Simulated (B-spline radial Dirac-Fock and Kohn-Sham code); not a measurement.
**Two-hole binding energies of Tl⁶⁷⁺**

System: thallium as Tl⁶⁷⁺, configuration [Ne] 3s2 3p2.

The run's input, task.json:

```json
{"items": [{
  "Z": 81,
  "q": 67,
  "cfg": [[1, 0, 2], [2, 0, 2], [2, 1, 6], [3, 0, 2], [3, 1, 2]],
  "A": 205,
  "rrms": 5.4759,
  "do": ["binding", "quiet", "double"]
}]}
```

Command: `python xray_run.py task.json out`

Model: Dirac-Fock ΔSCF + Breit + QED. Program: a radial finite-basis atomic code. U is the two-hole binding energy less the two single-hole energies, the effective repulsion of the holes after relaxation. Each two-hole energy is an average over J within one jj subconfiguration.

```tsv
holes	E(a) (eV)	E(b) (eV)	E(ab) (eV)	U (eV)
1s⁻²	91466.3	91466.3	184672.4	1739.8
1s⁻¹ 2p1/2⁻¹	91466.3	20396.7	?	?
1s⁻¹ 2p3/2⁻¹	91466.3	18299.1	110263.2	497.8
2s⁻²	20985.7	20985.7	42332.6	361.1
2s⁻¹ 2p1/2⁻¹	20985.7	20396.7	41735.7	353.3
2p1/2⁻²	20396.7	20396.7	41240.5	447.1
2s⁻¹ 2p3/2⁻¹	20985.7	18299.1	39615.2	330.3
2p1/2⁻¹ 2p3/2⁻¹	20396.7	18299.1	39082.3	386.5
2p3/2⁻²	18299.1	18299.1	36968.9	370.7
2p1/2⁻¹ 3s⁻¹	20396.7	8461.8	29051.9	193.3
2p3/2⁻¹ 3s⁻¹	18299.1	8461.8	26949.7	188.7
```

Question: Give the missing two-hole energy and U.

Answer: E(ab) = 112468.2 eV and U = 605.2 eV.

Values without a named source are computed, but for edge energies of neutral atoms, which are taken from tables.
